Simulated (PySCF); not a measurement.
A structure optimised at PBE-D3(BJ)/def2-SVP, used in a PySCF frequency run:

```
C
H 1 1.1091
H 1 1.1114 2 107.77
O 1 1.4349 2 106.12 3 -117.83
B 4 1.3497 1 120.87 2 154.76
F 5 1.3322 4 119.38 1 177.81
F 5 1.3413 6 118.14 4 -179.74
C 1 1.5201 2 110.82 3 121.27
H 8 1.1082 1 110.76 2 61.94
H 8 1.1086 9 108.29 1 121.26
H 8 1.1087 9 108.48 10 116.90
```

Problem. Write its SMILES and formula.

Solution. CCOB(F)F, C₂H₅BF₂O

Problem. What are its rotational constants (standard atomic weights)?

Solution. 6.9204, 2.1901, 1.9046 GHz
